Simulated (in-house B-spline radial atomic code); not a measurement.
Ionising neutral krypton with different functionals

Computed with an all-electron radial atomic-structure program (B-spline basis): scalar-relativistic (spin-free X2C) Hamiltonian, Fermi nucleus of rms radius 4.1884 fm, spin-polarised at highest spin, spherical fractional occupations for the functionals, and exact exchange of hybrids averaged over the configuration. The ionisation energy is the difference of two self-consistent energies, [Ar] 3d10 4s2 4p6 → [Ar] 3d10 4s2 4p5, without Breit or QED terms; ε is the level of the shell that loses the electron (its least bound occupied spin orbital). There is no spin-orbit coupling in this Hamiltonian.

```csv
method,rung,ΔSCF (eV),-ε(4p) (eV)
PBE0,global hybrid,14.12,10.74
B3LYP,global hybrid,?,?
TPSSh,global hybrid,?,?
BHandHLYP,global hybrid,14.02,12.07
r2SCAN0,global hybrid,14.36,11.00
B97-1,global hybrid,14.05,10.43
HSE06,range-separated hybrid,14.10,10.31
wB97X,range-separated hybrid,13.97,13.19
CAM-B3LYP,range-separated hybrid,14.11,12.16
LC-wPBE,range-separated hybrid,14.10,13.61
```

(1) What does TPSSh give?

(2) What does B3LYP give?

(3) Among the functionals, which spreads more, the ΔSCF values or the orbital energies?

(4) How do they compare with the NIST value?

Results:

(1) ΔSCF 14.20 eV, and -ε(4p) = 9.96 eV.

(2) ΔSCF 14.13 eV, and -ε(4p) = 10.44 eV.

(3) The orbital energies: ΔSCF values span about 0.39 eV and the orbital energies 3.65 eV; here energy differences depend much less on the functional than eigenvalues do.

(4) NIST lists 14.000 eV (measured, ground level to ground level). Errors run from -0.03 to +0.36 eV; BHandHLYP is closest (+0.02 eV), but part of that can be cancellation, since the calculations leave out spin-orbit coupling, Breit-QED terms, multiplet and fine-structure energies.
